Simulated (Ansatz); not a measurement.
Cost and result up the ladder for In(OCMe2)H3 (C3H9InO) (14 atoms). Charge 0, multiplicity 1. Geometry: r2SCAN-D4/def2-SVP.

```xyz
14

In    0.497   -0.968    2.428
O    -0.328    0.555    0.824
C    -0.259    0.470   -0.401
C    -0.821    1.559   -1.261
C     0.385   -0.711   -1.065
H    -0.024    1.968   -1.904
H    -1.581    1.140   -1.941
H    -1.258    2.355   -0.645
H    -0.106   -1.632   -0.708
H     1.432   -0.779   -0.723
H     0.352   -0.663   -2.161
H     2.155   -0.841    1.896
H    -0.405   -2.336    1.825
H    -0.040   -0.117    3.834
```

Ansatz; hardware A = 2 threads of AMD EPYC 7R13 on a shared host; B = 2 threads of AMD EPYC 7R13 on a shared host and a share (18 GiB) of an NVIDIA H100 80GB HBM3. Times are rough, and most runs start from the orbitals of an earlier one. ωB97M-V/def2-TZVP serves as the yardstick here, not as an exact answer. Differences are given only for rows in sets of like size (and for xTB, whose basis is part of the method), since another set adds its own error. Binding counts from free atoms at the same level (In doublet, O triplet, C triplet, H doublet; other spins of the atoms weren't run), without zero-point energy or a counterpoise term.

In the def2 sets In takes a core potential; there is no spin–orbit coupling. Correlated methods freeze 8 core orbitals; core or outer-core shells of In are correlated, in sets that lack core-valence functions.

Correlated methods converge slowly with the basis.

```tsv
level	functions	wall time	binding energy per atom (eV)	difference from ωB97M-V/def2-TZVP (eV)
PBE-D4/def2-SVP [A]	127	1.7 s	3.70	–
PBE0-D4/def2-SVP [A]	127	2.4 s	3.65	–
CCSD(T)/def2-TZVP [B]	228	3.9 s	3.49	-0.14
PBE-D4/def2-TZVP [A]	228	4.7 s	3.67	0.04
r2SCAN-D4/def2-TZVP [A]	228	7.5 s	3.62	0.00
PBE0-D4/def2-TZVP (with forces) [A]	228	11 s	3.61	-0.01
ωB97M-V/def2-TZVP [A]	228	18 s	3.63	0.00
```
